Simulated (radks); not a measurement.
Results of a calculation; reference values are marked as such.
Species: Tb III. Configuration: [Xe] 4f9. Level of theory: non-relativistic Kohn-Sham, r2SCAN, spin-polarised, spherical densities, point nucleus; open shells are filled with parallel spins first (spin-orbit coupling, left out, can overturn this in heavy ions); meta-GGA in the generalised Kohn-Sham scheme; relativity is left out, which matters for an element this heavy (a radial shooting solver on a logarithmic mesh with Libxc functionals).

Unscreened Slater integrals over Kohn-Sham orbitals (eV). They are taken over the spin-up orbitals.

F0(4f,4f): 30.699
F2(4f,4f): 14.391
F4(4f,4f): 8.9915
F6(4f,4f): 6.4583
F0(4f,5p): 18.653
F2(4f,5p): 6.1879
G2(4f,5p): 3.1424
G4(4f,5p): 2.4278
F0(4f,5s): 20.401
G3(4f,5s): 3.4142
F0(5p,5p): 15.446
F2(5p,5p): 8.3339
F0(5p,5s): 16.282
G1(5p,5s): 11.165
F0(5s,5s): 17.300

Derived for the open shells (J is the average intra-shell exchange parameter used in DFT+U). 4f: F4/F2 = 0.625, F6/F2 = 0.449, J = (286 F2 + 195 F4 + 250 F6)/6435 = 1.163 eV.
